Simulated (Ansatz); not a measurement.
A further run on `CC(F)(F)C(F)(F)C(F)(F)C(F)(F)C(F)(F)C(F)(F)C(F)(F)C(F)(F)C(F)(F)C(F)(F)C(F)(F)C(C)(F)F`.

```yaml
crystal:
  periodic: [false, false, false]
  atoms:
    - {symbol: C, position_ang: [-7.158745, 0.266899, 0.208987]}
    - {symbol: C, position_ang: [-6.032745, -0.432895, 0.933471]}
    - {symbol: F, position_ang: [-5.983622, 0.000007, 2.229979]}
    - {symbol: F, position_ang: [-6.240010, -1.786522, 0.963205]}
    - {symbol: C, position_ang: [-4.595793, -0.189399, 0.350094]}
    - {symbol: F, position_ang: [-3.682314, -0.494555, 1.303237]}
    - {symbol: F, position_ang: [-4.482329, 1.134999, 0.046568]}
    - {symbol: C, position_ang: [-4.244933, -1.028765, -0.919621]}
    - {symbol: F, position_ang: [-5.289386, -0.952801, -1.796937]}
    - {symbol: F, position_ang: [-4.068442, -2.318707, -0.571234]}
    - {symbol: C, position_ang: [-2.988993, -0.560771, -1.750525]}
    - {symbol: F, position_ang: [-2.847890, -1.478011, -2.742371]}
    - {symbol: F, position_ang: [-3.264248, 0.640720, -2.301823]}
    - {symbol: C, position_ang: [-1.634418, -0.466034, -0.969741]}
    - {symbol: F, position_ang: [-1.512392, -1.544462, -0.158863]}
    - {symbol: F, position_ang: [-1.656387, 0.663026, -0.221298]}
    - {symbol: C, position_ang: [-0.387495, -0.428680, -1.916985]}
    - {symbol: F, position_ang: [-0.182218, -1.661448, -2.425265]}
    - {symbol: F, position_ang: [-0.648060, 0.431322, -2.935425]}
    - {symbol: C, position_ang: [0.964642, 0.077674, -1.279152]}
    - {symbol: F, position_ang: [1.896260, -0.068334, -2.254563]}
    - {symbol: F, position_ang: [0.831890, 1.391992, -0.989831]}
    - {symbol: C, position_ang: [1.454118, -0.677623, -0.004338]}
    - {symbol: F, position_ang: [0.678062, -0.316401, 1.042561]}
    - {symbol: F, position_ang: [1.313935, -2.011392, -0.215750]}
    - {symbol: C, position_ang: [2.967443, -0.477765, 0.398035]}
    - {symbol: F, position_ang: [3.113493, -1.143097, 1.571577]}
    - {symbol: F, position_ang: [3.732248, -1.067615, -0.546687]}
    - {symbol: C, position_ang: [3.444704, 0.994222, 0.594574]}
    - {symbol: F, position_ang: [2.495666, 1.660112, 1.304241]}
    - {symbol: F, position_ang: [3.567323, 1.573805, -0.622524]}
    - {symbol: C, position_ang: [4.790913, 1.201468, 1.379263]}
    - {symbol: F, position_ang: [4.591341, 0.859214, 2.676709]}
    - {symbol: F, position_ang: [5.029744, 2.543262, 1.324650]}
    - {symbol: C, position_ang: [6.066419, 0.469513, 0.866531]}
    - {symbol: C, position_ang: [7.327519, 0.942598, 1.552178]}
    - {symbol: F, position_ang: [6.151408, 0.664628, -0.484569]}
    - {symbol: F, position_ang: [5.891129, -0.871073, 1.083791]}
    - {symbol: H, position_ang: [-6.991978, 1.359077, 0.225060]}
    - {symbol: H, position_ang: [-7.229084, -0.078818, -0.836764]}
    - {symbol: H, position_ang: [-8.099616, 0.031323, 0.741345]}
    - {symbol: H, position_ang: [7.239191, 0.793748, 2.644055]}
    - {symbol: H, position_ang: [8.173195, 0.343366, 1.166223]}
    - {symbol: H, position_ang: [7.500445, 2.012194, 1.337912]}
basis:
  gaussian: {orbitals: def2-SVP, fitting: {mean_field: def2-universal-jkfit}}
magnetization: {spin_polarized: true, initial_magnetization: 0}
hamiltonian: {xc: {name: HF}}
output: {forces: true}
```

```sh
$ ansatz run in.yaml --threads 2 --pin off --events-out ev --progress --plain --max-ram 32768MiB --backend cuda --devices 0, --max-vram 18GiB
```

Output, abridged:

```
Functional definition: HF
3006 factors; integrals over basis functions are off by at most 2.4e-1 eV
mean field evaluation 1: about -79369.5302 eV, gradient 8.3e1 eV
mean field evaluation 2: about -79387.4617 eV, gradient 5.3e1 eV
mean field evaluation 4: about -79396.4125 eV, gradient 1.8e0 eV
mean field evaluation 8: about -79396.4403 eV, gradient 1.5e-5 eV
mean field -79396.44025399 eV, -2917.7653624939 hartree, gradient 1.5e-5 eV, S^2 0.000000; 0 other end points of the search recorded, 0 dependent functions left out
reference -79396.44025399 eV, -2917.7653624939 hartree; 153, 153 occupied and 409, 409 virtual orbitals, 3006 factors
Total energy: -79396.44025399 eV, -2917.7653624939 hartree
Atom 0 force    -0.303141     0.149513    -0.137170 eV/Å
Atom 1 force     0.190177    -0.648715     1.018162 eV/Å
Atom 2 force    -0.050391    -0.647282    -1.691532 eV/Å
Atom 3 force     0.312507     1.784878     0.043852 eV/Å
Atom 4 force     0.503571     0.580250     0.720431 eV/Å
Atom 5 force    -1.180457     0.504287    -1.384484 eV/Å
Atom 6 force    -0.068515    -1.866124     0.468683 eV/Å
Atom 7 force    -0.516575    -0.805028    -0.604493 eV/Å
Atom 8 force     1.500850    -0.190945     1.270211 eV/Å
Atom 9 force    -0.311737     1.842274    -0.544889 eV/Å
Atom 10 force    -0.284174     0.028287    -1.078148 eV/Å
Atom 11 force    -0.197644     1.391403     1.357879 eV/Å
Atom 12 force     0.419616    -1.760107     0.715155 eV/Å
Atom 13 force     0.054684     0.024726     0.989005 eV/Å
Atom 14 force    -0.154568     1.640634    -1.136574 eV/Å
Atom 15 force     0.030064    -1.707066    -1.040401 eV/Å
Atom 16 force     0.152907    -0.123791    -1.121088 eV/Å
Atom 17 force    -0.331569     1.819627     0.668622 eV/Å
Atom 18 force     0.369851    -1.312732     1.418067 eV/Å
Atom 19 force     0.388916     0.790245    -0.764600 eV/Å
Atom 20 force    -1.338936     0.290549     1.423538 eV/Å
Atom 21 force     0.269340    -1.906817    -0.460165 eV/Å
Atom 22 force    -0.365605    -0.817058     0.737610 eV/Å
Atom 23 force     1.081886    -0.606532    -1.547182 eV/Å
Atom 24 force     0.136302     1.932812     0.361870 eV/Å
Atom 25 force     0.412597    -1.067552     0.169690 eV/Å
Atom 26 force    -0.166507     0.917614    -1.735344 eV/Å
Atom 27 force    -1.080591     0.822585     1.439234 eV/Å
Atom 28 force    -0.408778     1.067912    -0.157406 eV/Å
Atom 29 force     1.322174    -0.909254    -1.090015 eV/Å
Atom 30 force    -0.272143    -0.800104     1.767870 eV/Å
Atom 31 force    -0.076610     0.715314     0.708570 eV/Å
Atom 32 force     0.289360     0.560877    -1.797942 eV/Å
Atom 33 force    -0.361206    -1.859909     0.158349 eV/Å
Atom 34 force    -0.159403    -0.747016    -0.725670 eV/Å
Atom 35 force     0.283532     0.081922     0.133015 eV/Å
Atom 36 force    -0.174973    -0.351400     1.779272 eV/Å
Atom 37 force     0.163842     1.777992    -0.393312 eV/Å
Atom 38 force    -0.099948    -0.656218     0.026566 eV/Å
Atom 39 force     0.009679     0.190611     0.675726 eV/Å
Atom 40 force     0.562711     0.122416    -0.292904 eV/Å
Atom 41 force     0.048643     0.061497    -0.647271 eV/Å
Atom 42 force    -0.497816     0.332783     0.207686 eV/Å
Atom 43 force    -0.101924    -0.647352     0.091525 eV/Å
Dipole moment:     0.104139     0.383804     0.071638 e Å
```

Hardware: 2 threads of AMD EPYC 7R13 on a shared host and a share (18 GiB) of an NVIDIA H100 80GB HBM3. Wall time 6.5 s, peak host memory 2.2 GiB.
